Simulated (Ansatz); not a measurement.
Geometry optimisation, RKS PBE-D4/6-31G* (Ansatz).

input.yaml

```yaml
crystal:
  periodic: [false, false, false]
  atoms:
    - { symbol: B, position_ang: [-0.107221, 0.64246, -0.24695] }
    - { symbol: "N", position_ang: [-0.251978, -0.469459, 2.260924] }
    - { symbol: H, position_ang: [-0.921508, -1.012324, 2.81831] }
    - { symbol: H, position_ang: [0.615817, -0.419591, 2.809153] }
    - { symbol: H, position_ang: [1.020968, 0.245948, -0.315392] }
    - { symbol: Cl, position_ang: [-1.409526, -0.188535, -1.127089] }
    - { symbol: "N", position_ang: [-0.44116, 1.918823, 0.441298] }
    - { symbol: H, position_ang: [-1.410806, 2.230667, 0.333848] }
    - { symbol: Si, position_ang: [0.695277, 2.987367, 1.264288] }
    - { symbol: H, position_ang: [1.864011, 2.166505, 1.712591] }
    - { symbol: H, position_ang: [1.190615, 4.123229, 0.416432] }
    - { symbol: H, position_ang: [0.002339, 3.582471, 2.457112] }
    - { symbol: H, position_ang: [-0.617827, 0.505339, 2.204574] }
basis:
  gaussian: { orbitals: "6-31G*" }
hamiltonian:
  xc: pbe
  dispersion: d4
relax:
  f_tol: 0.03
  max_steps: 50
output:
  orbitals: {}
```

Launched with:

```bash
$ ansatz run input.yaml --threads 2 --pin off --max-ram 3072MiB --backend cpu --events-out ev --progress --plain --runs-dir out
```

Where does it end, and by what steps?

The forces met the threshold. After 22 steps the energy has fallen by 0.701 eV; H3 moved furthest, 1.49 Å. Joined: B1–N2.

```json
{"step": "0", "energy less start (eV)": "0.0000", "largest force component (eV/Å)": "1.560", "accepted": "yes"}
{"step": "1", "energy less start (eV)": "-0.0803", "largest force component (eV/Å)": "1.105", "accepted": "yes"}
{"step": "2", "energy less start (eV)": "-0.1031", "largest force component (eV/Å)": "1.407", "accepted": "yes"}
{"step": "3", "energy less start (eV)": "-0.1657", "largest force component (eV/Å)": "0.811", "accepted": "yes"}
{"step": "4", "energy less start (eV)": "-0.2470", "largest force component (eV/Å)": "0.470", "accepted": "yes"}
{"step": "5", "energy less start (eV)": "-0.3417", "largest force component (eV/Å)": "0.519", "accepted": "yes"}
{"step": "6", "energy less start (eV)": "-0.4968", "largest force component (eV/Å)": "0.366", "accepted": "yes"}
{"step": "7", "energy less start (eV)": "-0.4323", "largest force component (eV/Å)": "1.715", "accepted": "no"}
{"step": "8", "energy less start (eV)": "-0.5606", "largest force component (eV/Å)": "0.237", "accepted": "yes"}
{"step": "9", "energy less start (eV)": "-0.5859", "largest force component (eV/Å)": "0.302", "accepted": "yes"}
{"step": "10", "energy less start (eV)": "-0.6124", "largest force component (eV/Å)": "0.142", "accepted": "yes"}
{"step": "11", "energy less start (eV)": "-0.6335", "largest force component (eV/Å)": "0.727", "accepted": "yes"}
{"step": "12", "energy less start (eV)": "-0.6304", "largest force component (eV/Å)": "0.987", "accepted": "no"}
{"step": "13", "energy less start (eV)": "-0.6538", "largest force component (eV/Å)": "0.107", "accepted": "yes"}
{"step": "14", "energy less start (eV)": "-0.6659", "largest force component (eV/Å)": "0.094", "accepted": "yes"}
{"step": "15", "energy less start (eV)": "-0.6769", "largest force component (eV/Å)": "0.246", "accepted": "yes"}
{"step": "16", "energy less start (eV)": "-0.6817", "largest force component (eV/Å)": "0.418", "accepted": "yes"}
{"step": "17", "energy less start (eV)": "-0.6891", "largest force component (eV/Å)": "0.207", "accepted": "yes"}
{"step": "18", "energy less start (eV)": "-0.6944", "largest force component (eV/Å)": "0.066", "accepted": "yes"}
{"step": "19", "energy less start (eV)": "-0.6985", "largest force component (eV/Å)": "0.081", "accepted": "yes"}
{"step": "20", "energy less start (eV)": "-0.6998", "largest force component (eV/Å)": "0.070", "accepted": "yes"}
{"step": "21", "energy less start (eV)": "-0.7005", "largest force component (eV/Å)": "0.049", "accepted": "yes"}
{"step": "22", "energy less start (eV)": "-0.7009", "largest force component (eV/Å)": "0.025", "accepted": "yes"}
```

```xyz
13
Properties=species:S:1:pos:R:3
B -0.140 0.580 0.614
N -0.463 -0.511 1.846
H -0.281 -1.482 1.557
H 0.119 -0.286 2.665
H 1.008 0.339 0.295
Cl -1.377 0.014 -0.701
N -0.379 1.940 1.156
H -1.343 2.277 1.082
Si 0.848 3.179 1.085
H 2.098 2.674 1.748
H 1.240 3.656 -0.289
H 0.351 4.380 1.842
H -1.452 -0.447 2.129
```

The run took 2.2 min on 2 threads of Intel(R) Xeon(R) Processor @ 2.50GHz (Skylake/Cascade Lake) (shared host), peak memory 0.17 GiB.
